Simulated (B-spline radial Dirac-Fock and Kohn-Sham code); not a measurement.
**Binding energies of Tl⁴⁶⁺ at several levels of theory**

System: Tl⁴⁶⁺, [Ar] 3d10 4s2 4p5.

The density-functional columns are spherical, spin-unpolarised Dirac-Kohn-Sham results without Breit or QED terms: −ε is minus the orbital energy of the initial state and ΔSCF the difference of two total energies. The reference in the last column comes from Dirac-Fock ΔSCF + Breit + QED. All numbers are from a radial B-spline solver, in eV; a selection of levels is shown. The Kohn-Sham columns are given as differences from the reference. For the 1s level of heavy atoms much of the gap between ΔSCF and the reference is the Breit and QED part, -475.9 eV here; for other levels the error of the functional can be larger.

| level | LDA −ε − DF | LDA ΔSCF − DF | Dirac-Fock |
| --- | --- | --- | --- |
| K | -202.1 | +464.2 | 87891.1 |
| L1 | -202.1 | -50.6 | 17706.3 |
| L2 | -146.2 | +40.8 | 17056.6 |
| M1 | -118.9 | -55.7 | 5965.8 |
| M2 | -97.4 | -30.6 | 5681.5 |
| M4 | -68.2 | +2.4 | 4750.9 |
| M5 | -70.1 | -1.3 | 4650.1 |
| N1 | -39.0 | -6.2 | 2792.7 |
| N2,3 | -25.8 | +6.2 | 2560.9 |

Values without a named source are computed, but for edge energies of neutral atoms, which are taken from tables.
